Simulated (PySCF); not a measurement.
Si(H)2(Me)(NCO) (C2H5NOSi), SMILES N([SiH2]C)=C=O.

Geometry optimised at ωB97X-D3(BJ)/def2-SVP. The values are those of a single conformer.

Method: PySCF 2.14.0 with TDA-LC-ωPBE/def2-SVPD.

Vertical excitations. The molecule is in vacuum. State labels are in the subgroup Cs.

**Question.** Give excitation energies, oscillator strengths and character. (Estimate from the structure and the level; the computed values follow.)

**Answer.** 
| state | symmetry | energy (eV) | λ (nm) | f | main pairs |
|---|---|---|---|---|---|
| S1 | A" | 7.38 | 168 | 0.000 | HOMO→LUMO+3 33 %, HOMO−1→LUMO+5 24 %, HOMO−1→LUMO+1 9 %, HOMO−1→LUMO 8 % |
| S2 | A" | 7.60 | 163 | 0.003 | HOMO→LUMO+3 46 %, HOMO−1→LUMO+5 17 %, HOMO−1→LUMO+1 8 % |
| S3 | A' | 7.60 | 163 | 0.007 | HOMO−1→LUMO+3 39 %, HOMO→LUMO+5 20 %, HOMO→LUMO 9 %, HOMO→LUMO+1 8 % |
| S4 | A" | 8.08 | 153 | 0.001 | HOMO−1→LUMO+1 47 %, HOMO−1→LUMO 42 % |
| S5 | A' | 8.13 | 153 | 0.000 | HOMO→LUMO+1 45 %, HOMO→LUMO 43 % |
| S6 | A' | 8.98 | 138 | 0.342 | HOMO→LUMO 31 %, HOMO→LUMO+1 27 %, HOMO−2→LUMO+1 11 %, HOMO−1→LUMO+3 8 % |
| S7 | A" | 9.02 | 137 | 0.003 | HOMO−3→LUMO+1 24 %, HOMO−1→LUMO 19 %, HOMO−1→LUMO+6 16 %, HOMO−1→LUMO+4 13 % |
| S8 | A" | 9.26 | 134 | 0.026 | HOMO−1→LUMO+4 37 %, HOMO−3→LUMO 12 %, HOMO−1→LUMO+5 7 %, HOMO−1→LUMO+2 6 % |
| S9 | A' | 9.26 | 134 | 0.040 | HOMO→LUMO+4 47 %, HOMO−2→LUMO 14 %, HOMO−2→LUMO+1 7 % |
| S10 | A" | 9.46 | 131 | 0.082 | HOMO−1→LUMO+2 61 % |
| T1 | A' | 6.61 | 188 | 0 | HOMO−1→LUMO+3 38 %, HOMO→LUMO+5 20 %, HOMO→LUMO+6 6 % |
| T2 | A" | 6.91 | 179 | 0 | HOMO→LUMO+3 34 %, HOMO−1→LUMO+5 23 %, HOMO−1→LUMO+1 8 %, HOMO−1→LUMO 6 % |
| T3 | A' | 6.93 | 179 | 0 | HOMO−1→LUMO+3 36 %, HOMO→LUMO+5 21 %, HOMO→LUMO+1 6 %, HOMO→LUMO+6 6 % |
| T4 | A" | 7.36 | 168 | 0 | HOMO→LUMO+3 42 %, HOMO−1→LUMO+5 19 %, HOMO−1→LUMO+1 8 %, HOMO−1→LUMO 7 % |
Triplets are in the Tamm–Dancoff approximation.
